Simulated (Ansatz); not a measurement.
B2As3⁻, relaxed as a singlet with RKS PBE-D4/def2-SVPD in Ansatz, starting from the GFN2-xTB geometry. Force threshold 0.02 eV/Å.

The structure comes from a short search, and lower isomers may exist.

Start:

Cartesian coordinates in Å:
```
B -2.357 -0.209 1.554
B 1.358 0.322 -0.452
As 2.490 1.623 -0.861
As 0.359 -1.249 -0.093
As -1.849 -0.487 -0.149
```

Q: Estimate the energy that the relaxation releases and the steps that it takes.

A: 204.6 kJ/mol, in 25 steps; 60 s on 4 threads of Arm Neoverse N1 on a shared host. No frequencies were taken in this run, so the end may be a saddle point.

Q: Does the start keep its bonding and symmetry?

A: Bonds lost: As4–As5 (atoms count from 1). Bonds formed: B1–As4 (atoms count from 1). The end is the same structure that another start reached.

Q: Predict the relaxed structure.

A: 
```
atom    x (Å)    y (Å)    z (Å)
  B1  -1.3922  -0.4493   0.3140
  B2   1.4754   0.2249  -0.1724
 As3   2.6845   1.3704  -0.9252
 As4   0.3856  -1.1203   0.7071
 As5  -3.1533  -0.0257   0.0765
```
Bond lengths: 4 × As–B 1.83 to 1.94 Å.
